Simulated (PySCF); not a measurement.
**Partial charges of `OC[C@H]1CC[SiH2]1`**

Compound: C4H10OSi.
Z-matrix (Å and degrees, GFN2-xTB geometry), rows numbered from 1:
```
O 
C   1  1.4106
C   2  1.5213  1  111.95
C   3  1.5435  2  114.90  1  -165.73
C   4  1.5437  3  100.17  2   124.96
Si  5  1.9147  4   91.69  3    -5.50
H   1  0.9635  2  108.35  3   -56.93
H   2  1.1022  1  110.37  3   123.90
H   2  1.0926  1  105.15  3  -119.77
H   3  1.0940  2  108.34  1    69.15
H   4  1.0895  3  112.96  2  -114.51
H   4  1.0894  3  111.02  2     6.78
H   5  1.0881  4  112.25  3   112.40
H   5  1.0877  4  113.30  3  -126.16
H   6  1.4641  3  115.82  2   122.97
H   6  1.4592  3  115.66  2   -10.40
```

Density: PBE0/pcSseg-1 (PySCF); schemes: Mulliken, IAO, Hirshfeld and ESP-fitted. The structure is a single GFN2-xTB conformer in the gas phase; no vibrational or solvent corrections.

Task: Which atoms carry the lowest charge in the Mulliken, IAO, Hirshfeld and ESP-fitted schemes?

Result: The schemes don't all agree: Mulliken C3 (-0.604); IAO O1 (-0.548); Hirshfeld O1 (-0.231); ESP-fitted O1 (-0.624).

Task: Do the Mulliken, IAO, Hirshfeld and ESP-fitted schemes agree on where the charge is highest?

Result: The schemes don't all agree: Mulliken Si6 (+0.653); IAO Si6 (+0.724); Hirshfeld Si6 (+0.340); ESP-fitted H7 (+0.402).

Task: What partial charge does each atom carry?

Result: In e:

```json
{"atom": "O1", "environment": "alcohol oxygen", "Mulliken": "-0.454", "IAO": "-0.548", "Hirshfeld": "-0.231", "ESP-fitted": "-0.624"}
{"atom": "C2", "environment": "carbinol carbon (C–OH)", "Mulliken": "+0.149", "IAO": "-0.037", "Hirshfeld": "-0.005", "ESP-fitted": "+0.094"}
{"atom": "C3", "environment": "sp3 carbon bound to silicon", "Mulliken": "-0.604", "IAO": "-0.393", "Hirshfeld": "-0.122", "ESP-fitted": "-0.099"}
{"atom": "C4", "environment": "four-membered-ring carbon", "Mulliken": "-0.156", "IAO": "-0.255", "Hirshfeld": "-0.070", "ESP-fitted": "-0.045"}
{"atom": "C5", "environment": "sp3 carbon bound to silicon", "Mulliken": "-0.514", "IAO": "-0.544", "Hirshfeld": "-0.165", "ESP-fitted": "-0.237"}
{"atom": "Si6", "environment": "SiH2 silicon", "Mulliken": "+0.653", "IAO": "+0.724", "Hirshfeld": "+0.340", "ESP-fitted": "+0.316"}
{"atom": "H7", "environment": "hydroxyl hydrogen", "Mulliken": "+0.224", "IAO": "+0.344", "Hirshfeld": "+0.161", "ESP-fitted": "+0.402"}
{"atom": "H8", "environment": "methylene hydrogen", "Mulliken": "+0.104", "IAO": "+0.115", "Hirshfeld": "+0.029", "ESP-fitted": "+0.015"}
{"atom": "H9", "environment": "methylene hydrogen", "Mulliken": "+0.107", "IAO": "+0.138", "Hirshfeld": "+0.040", "ESP-fitted": "+0.112"}
{"atom": "H10", "environment": "methine hydrogen", "Mulliken": "+0.129", "IAO": "+0.129", "Hirshfeld": "+0.028", "ESP-fitted": "+0.046"}
{"atom": "H11", "environment": "methylene hydrogen", "Mulliken": "+0.126", "IAO": "+0.138", "Hirshfeld": "+0.038", "ESP-fitted": "+0.040"}
{"atom": "H12", "environment": "methylene hydrogen", "Mulliken": "+0.114", "IAO": "+0.133", "Hirshfeld": "+0.039", "ESP-fitted": "+0.015"}
{"atom": "H13", "environment": "methylene hydrogen", "Mulliken": "+0.140", "IAO": "+0.147", "Hirshfeld": "+0.035", "ESP-fitted": "+0.068"}
{"atom": "H14", "environment": "methylene hydrogen", "Mulliken": "+0.139", "IAO": "+0.145", "Hirshfeld": "+0.033", "ESP-fitted": "+0.063"}
{"atom": "H15", "environment": "Si–H hydrogen", "Mulliken": "-0.087", "IAO": "-0.121", "Hirshfeld": "-0.080", "ESP-fitted": "-0.100"}
{"atom": "H16", "environment": "Si–H hydrogen", "Mulliken": "-0.071", "IAO": "-0.113", "Hirshfeld": "-0.073", "ESP-fitted": "-0.066"}
```

Mean size of the charges over all atoms: IAO 0.252 e, Mulliken 0.236 e, ESP-fitted 0.146 e, Hirshfeld 0.093 e. Each set sums to the total charge, 0, to within 0.001 e. The Hirshfeld scheme divides the density at each point in proportion to the densities of the neutral, spherically averaged free atoms.

Task: How many electrons does the ESP-fitted scheme count on C5?

Result: Z − q = 6 − (-0.237) = 6.237.

Task: How closely do the schemes follow one another over all atoms?

Result: Correlation coefficient and root-mean-square difference: IAO with Hirshfeld 0.98, 0.195 e; Mulliken with IAO 0.96, 0.088 e; Mulliken with Hirshfeld 0.92, 0.192 e; Hirshfeld with ESP-fitted 0.88, 0.122 e; IAO with ESP-fitted 0.86, 0.172 e; Mulliken with ESP-fitted 0.79, 0.188 e.

These values come from a run that also computed NMR shieldings. On one thread, Arm Neoverse N1 (aarch64) (shared host), this took 45 s of wall time (with the writing of density and orbital grids) and 0.73 GiB of memory at its peak.
